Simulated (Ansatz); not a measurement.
Consider the substitution at a C–C bond: `CCCCOCCCC` + `COC(=O)O` → `CCCOC(=O)OC` + `CCCCOC`.

Gas-phase electronic energies from Ansatz, PBE0-D4/def2-TZVP geometries. CCSD(T)/CBS is the MP2 limit (def2-TZVPP, def2-QZVPP) plus CCSD(T) − MP2 in def2-TZVPP, frozen cores. DFT in def2-TZVPP. B3LYP here is the variant with VWN-RPA as its local correlation; programs differ in this. Each species was taken in one conformer, which may not be the lowest.

(1) Is it downhill or uphill in electronic energy at CCSD(T)/CBS, and by how much? (Estimate.)

(2) What do these levels give: r2SCAN-D4, B3LYP, r2SCAN0, RPA@PBE/def2-TZVPP, SCS-MP2/def2-TZVPP, CCSD/CBS(def2)? (Estimate.)

Largest T1 diagnostic among the species: 0.014.

Answers

(1) The calculation gave: Uphill: ΔE = +8.3 kcal/mol.

(2) Ansatz gave: r2SCAN-D4 7.4, B3LYP 5.7, r2SCAN0 7.6, RPA@PBE/def2-TZVPP 7.0, SCS-MP2/def2-TZVPP 7.8, CCSD/CBS(def2) 8.1 kcal/mol.

In def2-TZVPP, CCSD(T) changes the Hartree–Fock value by +3.2 kcal/mol (the triples alone add +0.2 kcal/mol) and MP2 by +4.2 kcal/mol. The D4 term adds +1.1 kcal/mol with B3LYP and +0.6 kcal/mol with PBE0; it sums over pairs of atoms, weighted by their polarisabilities, and B3LYP, whose exchange is more repulsive, gets the larger term.
